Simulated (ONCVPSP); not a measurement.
# Which change was made? (Sc, ONCV)

scandium, optimised norm-conserving Vanderbilt (ONCV), made with ONCVPSP 4.0.1 (PBE, scalar-relativistic). Core [Ne] 3s2, reference 3p6 3d1 4s1 (charge +1). Waves: 4s: rc 2.35 bohr, ncon 4, nbas 8, qcut 2.2 1/bohr, 3 projectors, debl 1 Ha; 3p: rc 1.85 bohr, ncon 5, nbas 9, qcut 7.2 1/bohr, 2 projectors, debl 2.5 Ha; 3d: rc 1.55 bohr, ncon 4, nbas 9, qcut 12.1 1/bohr, 2 projectors, debl 3.4 Ha. Local part: polynomial inside 1.40 bohr (lpopt 3, dvloc0 0 Ha). Core correction: Teter function, fcfact 5.25, rcfact 1.65.

Cutoffs, loose and tight: the cutoffs (Ha) at which the residual kinetic energy of the hardest occupied pseudo-wave falls to 1 and 0.1 mHa per electron. They do not see the model core or the augmentation charge, which bear on the density cutoff. Test errors are all-electron minus pseudo excitation energies from the reference, over the configurations 3p6 3d1 4s2; 3p6 3d1 4s0; 3p6 3d0 4s0; 3p6 3d0 4s2; variants that change the core or the reference have their own tests.

The base gives: outcome: generated; cutoff, loose: 43 Ha; cutoff, tight: 51 Ha; bound ghosts: s; GHOST(+) flags above zero: s; largest test error (meV): +131.

(1) After one change the result is: outcome: generated, projector energies reset by the program; cutoff, loose: 17 Ha; cutoff, tight: 32 Ha; bound ghosts: none; GHOST(+) flags above zero: none; largest test error (meV): -8.6 over the solved tests; 1 of 4 tests not solved or not reliable. Which change was it?
A. reference 3p6 3d1 4s2
B. functional LDA (Perdew-Zunger)
C. core [Ne], valence charge 11; reference 3s2 3p6 3d1 4s2; waves now 3s+4s: rc 2.10 bohr, ncon 3, nbas 8, qcut 5.6 1/bohr, 3 projectors, debl 0.7 Ha; 3p: rc 1.55 bohr, ncon 5, nbas 9, qcut 7.4 1/bohr, 2 projectors, debl 0.5 Ha; 3d: rc 2.40 bohr, ncon 5, nbas 10, qcut 5.6 1/bohr, 1 projector; local potential polynomial inside 1.25 bohr (lpopt 3, dvloc0 4 Ha)

## Answers

(1) C. The others give: reference 3p6 3d1 4s2 → outcome: failed: optimize: ERROR ps0norm > uunorm, code will stop | functional LDA (Perdew-Zunger) → outcome: generated; cutoff, loose: 43 Ha; cutoff, tight: 51 Ha; bound ghosts: s; GHOST(+) flags above zero: s; largest test error (meV): -124.
